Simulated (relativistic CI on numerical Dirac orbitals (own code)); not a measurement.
Level scheme of Dy LIX

Method of calculation: Dirac-Coulomb-Breit CI, KLI orbitals optimised for each configuration, QED by a radiative potential, unscaled Slater integrals (own radial code, finite nucleus).

Configurations in the expansion (outside the closed core 1s2): 2s2 2p4, 2s 2p5, 2p6, 2p5 3s, 2p5 3p, 2p5 3d, 2s2 2p3 3s, 2s2 2p3 3p, 2s2 2p3 3d, 2s 2p4 3s, 2s 2p4 3p, 2s 2p4 3d, 2s2 2p3 4s, 2s2 2p3 4p, 2s2 2p3 4d, 2s2 2p3 4f, 2s 2p4 4s, 2s2 2p2 3s2, 2s 2p4 4p, 2s 2p4 4d, 2s2 2p2 3s 3p, 2s 2p4 4f, 2s2 2p3 5s, 2s2 2p3 5p, 2s2 2p2 3s 3d, 2s2 2p2 3p2, 2s2 2p3 5d, 2s2 2p3 5f, 2s2 2p3 5g, 2s2 2p2 3p 3d, 2s 2p3 3s2, 2s2 2p2 3d2, 2s 2p3 3s 3p, 2s 2p3 3s 3d, 2s 2p3 3p2, 2s 2p4 5s. Levels of other configurations are missing.

The lowest level is 2s2 2p4 3P_2, with 69 % of that term; Hund's rules for 2s2 2p4 give 3P with J = 2, in agreement.

```tsv
No.	Configuration	Term	J	E (eV)	%	jj configuration (%)
1	2s2 2p4	3P	2	0.00	69	2p3/2^2 (100)
2	2s2 2p4	1S	0	51.43	64	2p3/2^2 (100)
3	2s2 2p4	3P	1	828.27	100	2p1/2 2p3/2^3 (100)
4	2s2 2p4	1D	2	846.79	69	2p1/2 2p3/2^3 (100)
5	2s 2p5	3P°	2	1172.78	100	2s 2p3/2^3 (100)
6	2s 2p5	1P°	1	1244.85	60	2s 2p3/2^3 (100)
7	2s2 2p4	3P	0	1694.80	64	2p3/2^4 (99)
8	2s 2p5	3P°	0	2011.28	100	2s 2p1/2 2p3/2^4 (100)
9	2s 2p5	3P°	1	2047.28	60	2s 2p1/2 2p3/2^4 (100)
10	2p6	1S	0	2453.80	99	closed (99)
11	2p3(2P°) 3s	3P°	2	6822.71	48	2p3/2 3s (100)
12	2p3(2P°) 3s	1P°	1	6830.81	32	2p3/2 3s (100)
13	2p3(2P°) 3p	3P	1	6925.39	32	2p3/2 3p1/2 (100)
14	2p3(2P°) 3p	3D	2	6927.12	25	2p3/2 3p1/2 (100)
15	2p3(2P°) 3p	3D	3	7161.96	50	2p3/2 3p3/2 (100)
16	2p3(4S°) 3p	3P	1	7162.25	35	2p3/2 3p3/2 (100)
17	2p3(2P°) 3p	3P	2	7187.32	44	2p3/2 3p3/2 (99)
18	2p3(2D°) 3p	3P	0	7209.83	71	2p3/2 3p3/2 (100)
19	2p3(2P°) 3d	3D°	2	7267.10	33	2p3/2 3d3/2 (99)
20	2p3(2P°) 3d	3F°	3	7274.38	27	2p3/2 3d3/2 (98)
21	2p3(2P°) 3d	3D°	1	7277.47	34	2p3/2 3d3/2 (100)
22	2p3(2P°) 3d	3P°	0	7279.96	63	2p3/2 3d3/2 (100)
23	2p3(2P°) 3d	3F°	4	7329.66	51	2p3/2 3d5/2 (100)
24	2p3(4S°) 3d	3D°	2	7340.10	34	2p3/2 3d5/2 (99)
25	2p3(2P°) 3d	3D°	3	7354.77	47	2p3/2 3d5/2 (98)
26	2p3(4S°) 3d	3D°	1	7365.02	34	2p3/2 3d5/2 (99)
27	2p3(4S°) 3s	5S°	2	7634.50	54	2p1/2 2p3/2^2 3s (100)
28	2p3(4S°) 3s	3S°	1	7645.18	55	2p1/2 2p3/2^2 3s (100)
29	2p3(2D°) 3s	3D°	3	7658.59	100	2p1/2 2p3/2^2 3s (100)
30	2p3(2D°) 3s	1D°	2	7666.04	67	2p1/2 2p3/2^2 3s (100)
31	2p3(2P°) 3s	3P°	0	7702.40	100	2p1/2 2p3/2^2 3s (100)
32	2p3(2P°) 3s	3P°	1	7705.69	66	2p1/2 2p3/2^2 3s (100)
33	2p3(4S°) 3p	5P	1	7735.20	46	2p1/2 2p3/2^2 3p1/2 (100)
34	2p3(2D°) 3p	3F	2	7743.20	34	2p1/2 2p3/2^2 3p1/2 (100)
35	2p3(2D°) 3p	3F	3	7760.13	44	2p1/2 2p3/2^2 3p1/2 (100)
36	2p3(2D°) 3p	3P	2	7792.91	51	2p1/2 2p3/2^2 3p1/2 (99)
37	2p3(2P°) 3p	3D	1	7801.85	73	2p1/2 2p3/2^2 3p1/2 (99)
38	2p3(2P°) 3p	3P	0	7842.52	64	2p1/2 2p3/2^2 3p1/2 (99)
39	2s 2p4(3P)<4P> 3s	5P	3	7922.97	64	2s 2p3/2^2 3s (89)
40	2s 2p4(3P)<4P> 3s	3P	2	7949.33	49	2s 2p3/2^2 3s (83)
41	2p3(4S°) 3p	3P	0	7975.38	100	2p1/2 2p3/2^2 3p3/2 (99)
42	2p3(4S°) 3p	5P	3	7978.03	50	2p1/2 2p3/2^2 3p3/2 (93)
43	2p3(4S°) 3p	3P	2	7979.13	32	2p1/2 2p3/2^2 3p3/2 (82)
44	2p3(2D°) 3p	1P	1	7988.57	50	2p1/2 2p3/2^2 3p3/2 (95)
45	2p3(2D°) 3p	3F	4	7997.16	100	2p1/2 2p3/2^2 3p3/2 (100)
46	2p3(2D°) 3p	3D	3	7998.64	70	2p1/2 2p3/2^2 3p3/2 (97)
47	2p3(2D°) 3p	3P	1	8010.39	43	2p1/2 2p3/2^2 3p3/2 (55)
48	2s 2p4(1S)<2S> 3s	3S	1	8016.25	33	2s 2p3/2^2 3s (66)
49	2s 2p4(3P)<2P> 3s	3P	2	8029.74	27	2p1/2 2p3/2^2 3p3/2 (53)
50	2s 2p4(3P)<4P> 3p	5P°	2	8036.00	31	2s 2p3/2^2 3p1/2 (99)
51	2s 2p4(3P)<4P> 3p	3D°	3	8037.28	39	2s 2p3/2^2 3p1/2 (97)
52	2s 2p4(3P)<2P> 3s	3P	2	8043.73	24	2p1/2 2p3/2^2 3p3/2 (55)
53	2p3(2D°) 3p	3P	1	8045.92	25	2s 2p3/2^2 3s (60)
54	2s 2p4(1S)<2S> 3s	1S	0	8054.11	64	2s 2p3/2^2 3s (99)
55	2p3(2D°) 3p	1D	2	8055.25	37	2p1/2 2p3/2^2 3p3/2 (93)
56	2p3(2P°) 3p	3P	1	8061.26	39	2p1/2 2p3/2^2 3p3/2 (77)
57	2p3(4S°) 3d	5D°	1	8084.39	46	2p1/2 2p3/2^2 3d3/2 (99)
58	2p3(2D°) 3d	3F°	2	8086.33	40	2p1/2 2p3/2^2 3d3/2 (98)
59	2p3(4S°) 3d	5D°	0	8087.05	54	2p1/2 2p3/2^2 3d3/2 (99)
60	2p3(2D°) 3d	3G°	3	8093.16	39	2p1/2 2p3/2^2 3d3/2 (98)
61	2p3(2D°) 3d	3G°	4	8107.59	51	2p1/2 2p3/2^2 3d3/2 (100)
62	2p3(2D°) 3d	3D°	2	8118.11	25	2p1/2 2p3/2^2 3d3/2 (72)
63	2p3(2D°) 3d	3P°	1	8118.19	22	2p1/2 2p3/2^2 3d3/2 (53)
64	2p3(2D°) 3d	3F°	3	8122.74	38	2p1/2 2p3/2^2 3d3/2 (96)
65	2s 2p4(1S)<2S> 3p	3P°	1	8126.09	47	2s 2p3/2^2 3p1/2 (93)
66	2s 2p4(1S)<2S> 3p	3P°	0	8128.55	75	2s 2p3/2^2 3p1/2 (99)
67	2s 2p4(3P)<2P> 3p	3D°	2	8136.74	20	2s 2p3/2^2 3p1/2 (71)
68	2p3(4S°) 3d	5D°	4	8140.42	54	2p1/2 2p3/2^2 3d5/2 (99)
69	2s 2p4(3P)<2P> 3p	3P°	1	8140.56	17	2s 2p3/2^2 3p1/2 (53)
70	2p3(2D°) 3d	3D°	3	8142.84	51	2p1/2 2p3/2^2 3d5/2 (99)
```

Energies count from the lowest computed level; ° marks odd parity. Percentages are summed over parent terms; the parents shown are those of the largest component, closed shells are left out there, and <> holds an intermediate term. Filled j subshells are mostly left out of the jj labels.

The mean weight of the leading LS term, summed over parents, in these 70 levels is 52 %, and that of the leading jj configuration (from the same eigenvectors) 93 %, so jj coupling describes them better and the LS labels are nominal.

At this charge energies of transitions that change n are usually good to better than 1 %, and those within a shell (Δn = 0) to a few per cent.

LS names give the leading component of a level, which can be under half, so a name can repeat, a term be missing and a line seem to break the LS rules.
